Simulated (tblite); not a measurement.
Compound: C5H13OPSi2.
Atom-mapped SMILES: `[CH3:1][C:2](=[O:3])[C@@H:4]1[CH2:5][Si@H:6]([CH3:7])[PH:8][SiH2:9]1` (hydrogens: H10, H11, H12 on C1; H13 on C4; H14, H15 on C5; H16 on Si6; H17, H18, H19 on C7; H20 on P8; H21, H22 on Si9)

Cartesian coordinates in Å at the GFN2-xTB level; atoms count from 1:
```xyz
22
C5H13OPSi2 angstrom
C     -2.6834   -0.8124    0.4249
C     -1.2180   -0.5660    0.1856
O     -0.3627   -0.9489    0.9616
C     -0.8504    0.2146   -1.0118
C      0.5335   -0.1972   -1.4916
Si     1.8503    0.1737   -0.1390
C      2.5904   -1.2399    0.8877
P      1.0563    1.9762    0.9912
Si    -0.7131    2.0385   -0.3449
H     -3.2485    0.1075    0.2960
H     -3.0434   -1.5349   -0.3066
H     -2.8423   -1.2117    1.4238
H     -1.6114    0.1399   -1.7890
H      0.5309   -1.2556   -1.7568
H      0.7883    0.3601   -2.3929
H      2.9805    0.7769   -0.8918
H      3.0370   -1.9772    0.2294
H      1.8535   -1.7340    1.5085
H      3.3742   -0.8486    1.5275
H      0.4283    1.2711    1.9970
H     -0.4793    2.8795   -1.5197
H     -1.9812    2.4079    0.2904
```

Method: GFN2-xTB as coded in tblite; computed harmonic values from a numerical Hessian at the method's own geometry, unscaled. The method is semi-empirical: single wavenumbers can be off by several per cent or more. Modes of hydrogen on phosphorus and silicon can be 10 to 20 % off. One conformer, not necessarily the lowest.

Harmonic wavenumbers (cm⁻¹): 65.5, 75.9, 88.7, 92.6, 102.1, 137.0, 163.7, 194.5, 223.6, 272.1, 308.4, 404.3, 426.6, 446.2, 492.4, 520.8, 561.9, 594.9, 606.2, 624.5, 652.6, 686.3, 705.8, 713.2, 727.0, 760.4, 772.2, 809.8, 831.7, 858.3, 902.6, 978.0, 989.9, 1050.1, 1077.4, 1157.0, 1168.2, 1223.7, 1312.3, 1355.9, 1370.6, 1453.6, 1461.3, 1471.2, 1475.6, 1478.1, 1696.4, 2078.1, 2233.0, 2256.5, 2345.3, 2960.8, 2970.1, 2990.7, 3014.3, 3034.2, 3047.7, 3048.8, 3050.7, 3077.5.

A = 1264, B = 956.8, C = 732.6 MHz; mass 176.024 u (most abundant isotopes); point group C1, symmetry number 1.

Q: What is the zero-point energy?

A: ½Σν̃ = 35824 cm⁻¹ = 102.43 kcal/mol.

Q: What is S at 350 K and 1 bar for an ideal gas of classical rigid rotors and harmonic oscillators?

A: Translation 42.23, rotation 30.75, vibration 47.76: S = 120.7 cal/(mol K).

Q: And Cp and H(350 K) − H(0)?

A: Cp = 56.53 cal/(mol K), of which vibrations give 48.58 (their classical limit is 60 R = 119.2); H(350 K) − H(0) = 11.59 kcal/mol without the zero-point energy, 8.80 from vibrations.

Q: What must be added to the electronic energy to get the Gibbs energy at 350 K and 1 bar?

A: ZPE + [H(350 K) − H(0)] − T·S = 102.43 + 11.59 − 42.26 = 71.76 kcal/mol.

Q: How do the functions run with temperature in this model?

A: 
| T (K) | S (cal/(mol K)) | Cp (cal/(mol K)) | H − H(0) (kcal/mol) | G − H(0) (kcal/mol) | ln q(vib) |
| --- | --- | --- | --- | --- | --- |
| 150 | 85.3 | 30.0 | 2.85 | -9.95 | 4.04 |
| 250 | 103.9 | 43.9 | 6.55 | -19.43 | 7.73 |
| 298.15 | 112.2 | 50.3 | 8.82 | -24.63 | 9.49 |
| 400 | 128.6 | 62.0 | 14.55 | -36.91 | 13.17 |
| 600 | 157.2 | 78.8 | 28.75 | -65.57 | 20.11 |
| 900 | 192.4 | 94.7 | 54.98 | -118.21 | 29.59 |

q(vib) and H(0) count from the zero-point level.

Hindered rotation and anharmonicity are outside this model. Other conformers, if any are populated, would add a mixing term that is left out. The structure is chiral; the term R ln 2 for an equal mix with its mirror image is left out.
